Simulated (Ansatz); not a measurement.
Consider the ligand exchange at the Si–C bond: `[SiH3]C1B[SiH2]1` + `[CH3][Mg][OH]` → `[CH3][Mg][O][SiH3]` + `B1C[SiH2]1`.

Calculated with Ansatz (gas phase, PBE0-D4/def2-TZVP geometries, no zero-point term in ΔE). CBS: MP2 limit from def2 TZ/QZ plus the TZ coupled-cluster correction, frozen cores. Functionals use def2-TZVPP. For Mg outer-core shells are correlated without core-valence functions, which leaves a few kJ/mol of doubt a bond. Each species was taken in one conformer, which may not be the lowest.

```json
{"level": "PBE-D4", "ΔE (kJ/mol)": "-86.3"}
{"level": "ωB97M-V", "ΔE (kJ/mol)": "-92.3"}
{"level": "r2SCAN0", "ΔE (kJ/mol)": "-94.2"}
{"level": "MP2/def2-SVP", "ΔE (kJ/mol)": "-95.8"}
```

(1) What does CCSD(T)/CBS give? (Estimate.)

Largest T1 diagnostic among the species: 0.014.

Answers

(1) Computed: -96.4 kJ/mol. The listed levels differ from it by 10.1, 4.1, 2.2, 0.6 kJ/mol.

Leaving LDA and LC-ωPBE aside and taking each functional with its dispersion term where it has one, the values, not all of them listed here, spread over 19.2 kJ/mol, from B2PLYP to revPBE-D4. LDA lies +6.2 kJ/mol from PBE without D4. The D4 term adds +7.9 kJ/mol with B3LYP and +4.2 kJ/mol with PBE0; it sums over pairs of atoms, weighted by their polarisabilities, and B3LYP, whose exchange is more repulsive, gets the larger term.

B3LYP here is the variant with VWN-RPA as its local correlation; programs differ in this.
